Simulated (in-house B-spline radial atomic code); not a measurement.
Results of a calculation; reference values are marked as such.
# Xe ion on Ge atom: potential, deflection and energy transfer

The pair potential comes from two frozen, spherical free-atom densities (PBE, B-spline radial code, scalar-relativistic past argon): electrostatics plus the change in Thomas-Fermi kinetic and Dirac exchange energy where they overlap, the recipe behind the universal ZBL potential, which averages such potentials (from solid-state densities) over many pairs. It is written V = (Z1 Z2 e²/r) φ(r/a), with e² = 14.3996 eV·Å and a = 0.46850 Å/(Z1^0.23 + Z2^0.23); ZBL's fit is φ = 0.18175 e^(−3.1998x) + 0.50986 e^(−0.94229x) + 0.28022 e^(−0.4029x) + 0.02817 e^(−0.20162x). Where φ falls below 4e-4 it is continued as an exponential.

Masses 131.29 and 72.63 u.

```tsv
x = r/a	φ, this pair	φ, ZBL
0.1	0.8872	0.8928
0.5	0.6119	0.6096
1.5	0.3017	0.2995
3	0.1322	0.1292
5	0.05283	0.05224
8	0.01725	0.01705
12	0.005011	0.00474
17	0.001306	0.001212
```

(1) At x = 5 the electrostatic, kinetic and exchange parts are -174.88, 3022.1 and -197.18 eV. Find r, V and φ.

(2) The ion comes in at 70.41 keV with impact parameter 0.1984 Å. The scattering integral gives a centre-of-mass angle of 57.91° and a closest approach of 2.84 a. What are the reduced energy, the energy passed on and the laboratory angles?

Answers

(1) a = 0.46850/(2.5029 + 2.2191) = 0.09921 Å, so r = 0.49607 Å. V = -174.88 + 3022.1 + (-197.18) = 2650.04 eV. The bare repulsion is 54 × 32 × 14.3996/0.49607 = 50159 eV, so φ = 0.0528, +1.1 % against ZBL's 0.0522. The kinetic (Pauli) term is 114 % of V here, as the other two terms together attract.

(2) ε = E a M2/(Z1 Z2 e² (M1 + M2)) = 70410 × 1.4202e-06 = 0.1. The most that one collision can pass on is γE with γ = 4 M1 M2/(M1 + M2)² = 0.9173. Here T = γE sin²(θ/2) = 0.9173 × 70410 × 0.2344 = 15140 eV. The ion turns by arctan(sin θ/(cos θ + M1/M2)) = 19.9°, and the struck atom leaves at (180° − θ)/2 = 61.0°. The closest approach is 0.282 Å. With ZBL the angle would be 57.39° and T = 14890 eV.
